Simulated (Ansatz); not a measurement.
Ansatz (a quantum-chemistry and plane-wave program) input (B3LYP-D3(BJ)/def2-TZVP):

Ansatz 0.2 input:
```yaml
crystal:
  periodic: [false, false, false]
  atoms:
    - {symbol: Si, position_ang: [0.19529613, -0.09908785, 0.32407388]}
    - {symbol: C, position_ang: [1.85764561, -0.52788133, -0.34295298]}
    - {symbol: C, position_ang: [-1.19746815, -1.25732762, -0.26772578]}
    - {symbol: C, position_ang: [-0.27678318, 1.71744171, 0.03953491]}
    - {symbol: Br, position_ang: [0.31973035, -0.41224890, 2.56157273]}
    - {symbol: H, position_ang: [2.51462928, -1.22441747, 0.14769890]}
    - {symbol: H, position_ang: [2.24813559, -0.09185762, -1.24408037]}
    - {symbol: H, position_ang: [-0.96637779, -2.29297489, -0.03570769]}
    - {symbol: H, position_ang: [-1.33872087, -1.17839433, -1.34112725]}
    - {symbol: H, position_ang: [-2.13950459, -1.01139363, 0.21564435]}
    - {symbol: H, position_ang: [-0.32520577, 1.93894257, -1.02211672]}
    - {symbol: H, position_ang: [0.45056034, 2.38875861, 0.48691582]}
    - {symbol: H, position_ang: [-1.24709934, 1.94653121, 0.47210973]}
basis:
  gaussian:
    orbitals: def2-TZVP
hamiltonian:
  xc: b3lyp
  dispersion: d3bj
magnetization: {spin_polarized: true, initial_magnetization: 1}
relax: {f_tol: 0.002, max_steps: 150}
```

Output:

```
Functional definition: B3LYP
integrals: 0.18 GiB planned
1566 factors; their error is unknown
0.30 GiB of the device are held for the grids
1.48 GiB of device memory are held for the factors and their scratch space
mean field: 1.51 GiB planned
mean field evaluation 1: about -81142.1590 eV, gradient 7.0e1 eV
mean field evaluation 2: about -81090.1564 eV, gradient 1.1e2 eV
mean field evaluation 4: about -81167.8321 eV, gradient 1.4e1 eV
mean field evaluation 8: about -81168.9184 eV, gradient 1.4e-1 eV
mean field evaluation 16: about -81169.2691 eV, gradient 2.8e-3 eV
mean field -81169.26907391 eV, -2982.9156199594 hartree, gradient 2.7e-5 eV, S^2 0.753519; 0 other end points of the search recorded, 0 dependent functions left out
the calculation of the forces begins
reference -81169.26937756 eV, -2982.9156311186 hartree; 38, 37 occupied and 188, 189 virtual orbitals, 1566 factors
relax step   1: F+E_penalty+E_count = -81169.86254701 eV  Δ(F+E_penalty+E_count) = +0.000e0 eV  max|allowed force component| = 6.246e-1 eV/Å  Δτ_max = 0.0000 Å  (33 SCF iters, accepted)
these checks for a lower state are left out or cut short: starts, cluster_reference, orbital_swaps, neighbouring_geometries, increment
integrals: 0.18 GiB planned
1566 factors; their error is unknown
0.29 GiB of the device are held for the grids
1.48 GiB of device memory are held for the factors and their scratch space
mean field: 1.51 GiB planned
mean field -81169.29787275 eV, -2982.9166782974 hartree, gradient 2.0e-5 eV, S^2 0.753542; 0 other end points of the search recorded, 0 dependent functions left out
the calculation of the forces begins
reference -81169.29817521 eV, -2982.9166894125 hartree; 38, 37 occupied and 188, 189 virtual orbitals, 1566 factors
relax step   2: F+E_penalty+E_count = -81169.89404573 eV  Δ(F+E_penalty+E_count) = -3.150e-2 eV  max|allowed force component| = 2.989e-1 eV/Å  Δτ_max = 0.0698 Å  (33 SCF iters, accepted)
these checks for a lower state are left out or cut short: starts, cluster_reference, orbital_swaps, neighbouring_geometries, increment
integrals: 0.18 GiB planned
1566 factors; their error is unknown
0.30 GiB of the device are held for the grids
1.48 GiB of device memory are held for the factors and their scratch space
mean field: 1.51 GiB planned
mean field evaluation 32: about -81169.3031 eV, gradient 2.4e-4 eV
mean field -81169.30310153 eV, -2982.9168704516 hartree, gradient 1.3e-5 eV, S^2 0.753544; 0 other end points of the search recorded, 0 dependent functions left out
the calculation of the forces begins
reference -81169.30340328 eV, -2982.9168815405 hartree; 38, 37 occupied and 188, 189 virtual orbitals, 1566 factors
relax step   3: F+E_penalty+E_count = -81169.90220938 eV  Δ(F+E_penalty+E_count) = -8.164e-3 eV  max|allowed force component| = 9.997e-2 eV/Å  Δτ_max = 0.0478 Å  (33 SCF iters, accepted)
these checks for a lower state are left out or cut short: starts, cluster_reference, orbital_swaps, neighbouring_geometries, increment
integrals: 0.18 GiB planned
1566 factors; their error is unknown
0.30 GiB of the device are held for the grids
1.48 GiB of device memory are held for the factors and their scratch space
mean field: 1.51 GiB planned
mean field -81169.30369133 eV, -2982.9168921263 hartree, gradient 2.2e-5 eV, S^2 0.753519; 0 other end points of the search recorded, 0 dependent functions left out
the calculation of the forces begins
reference -81169.30399293 eV, -2982.9169032100 hartree; 38, 37 occupied and 188, 189 virtual orbitals, 1566 factors
relax step   4: F+E_penalty+E_count = -81169.90049116 eV  Δ(F+E_penalty+E_count) = +1.718e-3 eV  max|allowed force component| = 4.488e-1 eV/Å  Δτ_max = 0.1589 Å  (33 SCF iters, rejected (line search))
these checks for a lower state are left out or cut short: starts, cluster_reference, orbital_swaps, neighbouring_geometries, increment
integrals: 0.18 GiB planned
1566 factors; their error is unknown
[...]
0.29 GiB of the device are held for the grids
1.48 GiB of device memory are held for the factors and their scratch space
mean field: 1.51 GiB planned
mean field -81169.33139342 eV, -2982.9179101594 hartree, gradient 1.1e-5 eV, S^2 0.753588; 0 other end points of the search recorded, 0 dependent functions left out
the calculation of the forces begins
reference -81169.33169274 eV, -2982.9179211591 hartree; 38, 37 occupied and 188, 189 virtual orbitals, 1566 factors
relax step  15: F+E_penalty+E_count = -81169.93044809 eV  Δ(F+E_penalty+E_count) = -7.981e-4 eV  max|allowed force component| = 1.450e-2 eV/Å  Δτ_max = 0.0552 Å  (33 SCF iters, accepted)
these checks for a lower state are left out or cut short: starts, cluster_reference, orbital_swaps, neighbouring_geometries, increment
integrals: 0.18 GiB planned
1566 factors; their error is unknown
0.29 GiB of the device are held for the grids
1.48 GiB of device memory are held for the factors and their scratch space
mean field: 1.51 GiB planned
mean field -81169.33081125 eV, -2982.9178887651 hartree, gradient 1.5e-5 eV, S^2 0.753622; 0 other end points of the search recorded, 0 dependent functions left out
the calculation of the forces begins
reference -81169.33111082 eV, -2982.9178997738 hartree; 38, 37 occupied and 188, 189 virtual orbitals, 1566 factors
relax step  16: F+E_penalty+E_count = -81169.92990965 eV  Δ(F+E_penalty+E_count) = +5.384e-4 eV  max|allowed force component| = 1.822e-1 eV/Å  Δτ_max = 0.0977 Å  (32 SCF iters, rejected (line search))
these checks for a lower state are left out or cut short: starts, cluster_reference, orbital_swaps, neighbouring_geometries, increment
integrals: 0.18 GiB planned
1566 factors; their error is unknown
0.30 GiB of the device are held for the grids
1.48 GiB of device memory are held for the factors and their scratch space
mean field: 1.51 GiB planned
mean field evaluation 128: about -81168.9787 eV, gradient 3.1e-3 eV
mean field -81169.33132717 eV, -2982.9179077246 hartree, gradient 1.8e-5 eV, S^2 0.753587; 0 other end points of the search recorded, 0 dependent functions left out
the calculation of the forces begins
reference -81169.33162640 eV, -2982.9179187212 hartree; 38, 37 occupied and 188, 189 virtual orbitals, 1566 factors
relax step  17: F+E_penalty+E_count = -81169.93053632 eV  Δ(F+E_penalty+E_count) = -8.822e-5 eV  max|allowed force component| = 2.459e-2 eV/Å  Δτ_max = 0.0190 Å  (34 SCF iters, accepted)
these checks for a lower state are left out or cut short: starts, cluster_reference, orbital_swaps, neighbouring_geometries, increment
integrals: 0.18 GiB planned
1566 factors; their error is unknown
0.29 GiB of the device are held for the grids
1.48 GiB of device memory are held for the factors and their scratch space
mean field: 1.51 GiB planned
mean field -81169.33176218 eV, -2982.9179237109 hartree, gradient 2.7e-5 eV, S^2 0.753593; 0 other end points of the search recorded, 0 dependent functions left out
the calculation of the forces begins
reference -81169.33206148 eV, -2982.9179347101 hartree; 38, 37 occupied and 188, 189 virtual orbitals, 1566 factors
relax step  18: F+E_penalty+E_count = -81169.93086352 eV  Δ(F+E_penalty+E_count) = -3.272e-4 eV  max|allowed force component| = 3.777e-2 eV/Å  Δτ_max = 0.0488 Å  (32 SCF iters, accepted)
these checks for a lower state are left out or cut short: starts, cluster_reference, orbital_swaps, neighbouring_geometries, increment
integrals: 0.18 GiB planned
1566 factors; their error is unknown
0.29 GiB of the device are held for the grids
1.48 GiB of device memory are held for the factors and their scratch space
mean field: 1.51 GiB planned
mean field -81169.33171637 eV, -2982.9179220275 hartree, gradient 1.9e-5 eV, S^2 0.753605; 0 other end points of the search recorded, 0 dependent functions left out
the calculation of the forces begins
reference -81169.33201587 eV, -2982.9179330338 hartree; 38, 37 occupied and 188, 189 virtual orbitals, 1566 factors
relax step  19: F+E_penalty+E_count = -81169.93059367 eV  Δ(F+E_penalty+E_count) = +2.699e-4 eV  max|allowed force component| = 6.465e-2 eV/Å  Δτ_max = 0.0331 Å  (33 SCF iters, rejected (line search))
these checks for a lower state are left out or cut short: starts, cluster_reference, orbital_swaps, neighbouring_geometries, increment
integrals: 0.18 GiB planned
1566 factors; their error is unknown
0.29 GiB of the device are held for the grids
1.48 GiB of device memory are held for the factors and their scratch space
mean field: 1.51 GiB planned
mean field -81169.33199658 eV, -2982.9179323251 hartree, gradient 1.7e-5 eV, S^2 0.753591; 0 other end points of the search recorded, 0 dependent functions left out
the calculation of the forces begins
reference -81169.33229591 eV, -2982.9179433253 hartree; 38, 37 occupied and 188, 189 virtual orbitals, 1566 factors
relax step  20: F+E_penalty+E_count = -81169.93101369 eV  Δ(F+E_penalty+E_count) = -1.502e-4 eV  max|allowed force component| = 1.408e-3 eV/Å  Δτ_max = 0.0144 Å  (34 SCF iters, accepted)
these checks for a lower state are left out or cut short: starts, cluster_reference, orbital_swaps, neighbouring_geometries, increment
integrals: 0.18 GiB planned
1566 factors; their error is unknown
0.30 GiB of the device are held for the grids
1.48 GiB of device memory are held for the factors and their scratch space
mean field: 1.51 GiB planned
mean field evaluation 160: about -81169.3320 eV, gradient 1.8e-5 eV
mean field -81169.33203671 eV, -2982.9179337998 hartree, gradient 1.8e-5 eV, S^2 0.753592; 0 other end points of the search recorded, 0 dependent functions left out
the calculation of the forces begins
reference -81169.33233611 eV, -2982.9179448027 hartree; 38, 37 occupied and 188, 189 virtual orbitals, 1566 factors
relax step  21: F+E_penalty+E_count = -81169.93103683 eV  Δ(F+E_penalty+E_count) = -2.313e-5 eV  max|allowed force component| = 8.701e-3 eV/Å  Δτ_max = 0.0144 Å  (33 SCF iters, accepted)
these checks for a lower state are left out or cut short: starts, cluster_reference, orbital_swaps, neighbouring_geometries, increment
integrals: 0.18 GiB planned
1566 factors; their error is unknown
0.30 GiB of the device are held for the grids
1.48 GiB of device memory are held for the factors and their scratch space
mean field: 1.51 GiB planned
mean field -81169.33203493 eV, -2982.9179337342 hartree, gradient 1.8e-5 eV, S^2 0.753592; 0 other end points of the search recorded, 0 dependent functions left out
the calculation of the forces begins
reference -81169.33233436 eV, -2982.9179447381 hartree; 38, 37 occupied and 188, 189 virtual orbitals, 1566 factors
relax step  22: F+E_penalty+E_count = -81169.93104165 eV  Δ(F+E_penalty+E_count) = -4.828e-6 eV  max|allowed force component| = 4.865e-3 eV/Å  Δτ_max = 0.0053 Å  (34 SCF iters, accepted)
these checks for a lower state are left out or cut short: starts, cluster_reference, orbital_swaps, neighbouring_geometries, increment
integrals: 0.18 GiB planned
1566 factors; their error is unknown
0.29 GiB of the device are held for the grids
1.48 GiB of device memory are held for the factors and their scratch space
mean field: 1.51 GiB planned
mean field -81169.33202624 eV, -2982.9179334150 hartree, gradient 1.1e-5 eV, S^2 0.753591; 0 other end points of the search recorded, 0 dependent functions left out
the calculation of the forces begins
reference -81169.33232568 eV, -2982.9179444191 hartree; 38, 37 occupied and 188, 189 virtual orbitals, 1566 factors
relax step  23: F+E_penalty+E_count = -81169.93104291 eV  Δ(F+E_penalty+E_count) = -1.261e-6 eV  max|allowed force component| = 4.680e-4 eV/Å  Δτ_max = 0.0021 Å  (26 SCF iters, accepted)
integrals: 0.18 GiB planned
1566 factors; their error is unknown
0.29 GiB of the device are held for the grids
1.48 GiB of device memory are held for the factors and their scratch space
mean field: 1.51 GiB planned
mean field evaluation 192: about -81169.3320 eV, gradient 2.5e-3 eV
mean field -81169.33202624 eV, -2982.9179334150 hartree, gradient 1.4e-5 eV, S^2 0.753591; 1 other end points of the search recorded, 0 dependent functions left out
the calculation of the forces begins
reference -81169.33232568 eV, -2982.9179444191 hartree; 38, 37 occupied and 188, 189 virtual orbitals, 1566 factors
Total energy: -81169.93134235 eV, -2982.9399578759 hartree
Atom 0 at     0.159787    -0.073020     0.332981 Å, force     0.000135     0.000462    -0.000244 eV/Å
Atom 1 at     1.803917    -0.506156    -0.355670 Å, force     0.000000    -0.000420    -0.000098 eV/Å
Atom 2 at    -1.155115    -1.277599    -0.212218 Å, force     0.000057    -0.000096    -0.000143 eV/Å
Atom 3 at    -0.292695     1.700055    -0.025869 Å, force     0.000023    -0.000468     0.000128 eV/Å
Atom 4 at     0.329300    -0.263504     2.593700 Å, force    -0.000043    -0.000085     0.000036 eV/Å
Atom 5 at     2.090513    -1.527146    -0.582509 Å, force     0.000040     0.000384     0.000051 eV/Å
Atom 6 at     2.598055     0.223111    -0.471903 Å, force    -0.000120    -0.000040     0.000050 eV/Å
Atom 7 at    -0.873887    -2.301097     0.039934 Å, force    -0.000049     0.000055     0.000106 eV/Å
Atom 8 at    -1.299210    -1.217525    -1.293933 Å, force    -0.000031    -0.000046     0.000056 eV/Å
Atom 9 at    -2.106609    -1.058157     0.274492 Å, force    -0.000009     0.000118     0.000072 eV/Å
Atom 10 at    -0.410719     1.850865    -1.101879 Å, force     0.000075     0.000039    -0.000042 eV/Å
Atom 11 at     0.481894     2.379497     0.332717 Å, force    -0.000023     0.000087     0.000029 eV/Å
Atom 12 at    -1.230395     1.966766     0.463997 Å, force    -0.000055     0.000010     0.000001 eV/Å
Dipole moment:    -0.040036     0.042269    -0.490929 e Å
```

It need not be the lowest isomer of its formula.
